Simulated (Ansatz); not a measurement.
A nudged elastic band was laid between two geometries of AlF2H3O (7 atoms, charge 0, multiplicity 1).

Theory: RHF/def2-SVP in Ansatz.

```yaml
movable_images: 9
climbing_image: yes
spring: 5.0 eV/Å²
optimiser: quadratic models (default)
start_path: through a guess of the saddle point
force_threshold: 0.05 eV/Å
iteration_limit: 60
end_points: relaxed
```

Initial state:

```xyz
7
Properties=species:S:1:pos:R:3
Al -0.025 0.062 0.216
H -0.258 1.101 1.360
F 1.522 -0.160 -0.363
F -1.245 -0.207 -0.889
O -0.147 -1.773 0.957
H -0.841 -2.284 0.551
H 0.666 -2.263 0.892
```

Final state:

```xyz
7
Properties=species:S:1:pos:R:3
Al 0.045 -0.704 -0.250
H 0.187 0.460 1.672
F 1.525 -0.107 -0.625
F -1.258 0.212 -0.651
O -0.111 -2.280 0.271
H -0.838 -2.867 0.371
H 0.122 -0.238 1.936
```

**Question.** What changes between the two ends?

**Answer.** Bonds broken: Al1–H2, O5–H7. Bonds formed: H2–H7. AlF2H3O becomes AlF2HO + H2.

**Question.** What energy profile does the band end with?

**Answer.** The forces met the threshold. The highest image is number 7 of 0 to 10, 35.7 kcal/mol above the first end and 29.7 kcal/mol above the last; the last end lies 6.0 kcal/mol above the first. A vibrational analysis at the climbing image gives one clearly imaginary mode, 1733i cm⁻¹: a first-order saddle point. The orbitals stay closed-shell, which can raise the energy where a bond breaks towards radicals; this wasn't checked here.

| image | path coordinate (Å) | energy (kcal/mol) | Al1–H2 (Å) | O5–H7 (Å) | H2–H7 (Å) |
| --- | --- | --- | --- | --- | --- |
| 0 | 0.00 | 0.0 | 1.56 | 0.95 | 3.52 |
| 1 | 0.43 | 0.3 | 1.56 | 0.95 | 3.42 |
| 2 | 0.85 | 1.1 | 1.57 | 0.95 | 3.24 |
| 3 | 1.28 | 1.3 | 1.57 | 0.95 | 2.97 |
| 4 | 1.70 | 2.1 | 1.57 | 0.95 | 2.57 |
| 5 | 2.13 | 6.2 | 1.58 | 0.95 | 2.07 |
| 6 | 2.55 | 17.1 | 1.62 | 0.98 | 1.53 |
| 7 | 2.98 | 35.7 | 1.75 | 1.24 | 1.04 |
| 8 | 3.44 | 16.8 | 1.98 | 1.75 | 0.78 |
| 9 | 3.90 | 7.5 | 2.19 | 2.25 | 0.75 |
| 10 | 4.36 | 6.0 | 2.25 | 2.65 | 0.75 |

**Question.** What is the geometry of the highest image?

**Answer.** 
```xyz
7
Properties=species:S:1:pos:R:3
Al 0.111 -0.315 -0.118
H 0.072 0.054 1.594
F 1.570 0.014 -0.794
F -1.252 0.195 -0.887
O -0.066 -1.896 0.716
H -0.692 -2.607 0.673
H -0.071 -0.970 1.540
```

**Question.** What are the harmonic wavenumbers there?

**Answer.** 1733i, 189, 248, 336, 358, 437, 689, 774, 871, 990, 1141, 1428, 1871, 2087, 4171 cm⁻¹.

The band took 17 iterations and of the order of 100 core-seconds.

Run time: 100 s on 1 thread of Arm Neoverse V2 (shared host), peak memory 0.14 GiB.
